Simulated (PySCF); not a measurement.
UHF on Ag⁺ (silver, charge +1)

Configuration: [Kr] 4d10, closed-shell 1S. Calculation: PySCF 2.14, in x2c-TZVPall (8s6p6d1f, 63 functions); the spin-free X2C one-electron Hamiltonian (Gaussian nucleus).

```json
{"Total energy": "-5312.578517 hartree", "One-electron energy": "-7316.5131 hartree", "Hartree (Coulomb) energy": "2152.0199 hartree", "Exchange energy": "-148.0853 hartree", "⟨S²⟩": "0.0000", "⟨L²⟩": "0.000", "Sum of ⟨r⟩": "28.98 bohr", "Sum of ⟨r²⟩": "34.43 bohr²", "Langevin diamagnetic susceptibility": "-27.3 ×10⁻⁶ cm³/mol", "Time after the integrals": "0.28 s of wall time on 1 thread of Neoverse-V1 (shared host)"}
```

| shell | electrons | mean orbital energy (hartree) | rms radius, mean of both spins (bohr) |
| --- | --- | --- | --- |
| 1s | 2 | -942.71216 | 0.0357 |
| 2s | 2 | -142.20067 | 0.146 |
| 2p | 6 | -127.38765 | 0.130 |
| 3s | 2 | -27.65919 | 0.392 |
| 3p | 6 | -22.66320 | 0.394 |
| 3d | 10 | -14.77073 | 0.376 |
| 4s | 2 | -4.56549 | 0.980 |
| 4p | 6 | -3.04239 | 1.08 |
| 4d | 10 | -0.81021 | 1.51 |

Densities and radii are taken from the X2C orbitals without a picture-change correction, which distorts them close to the nucleus.
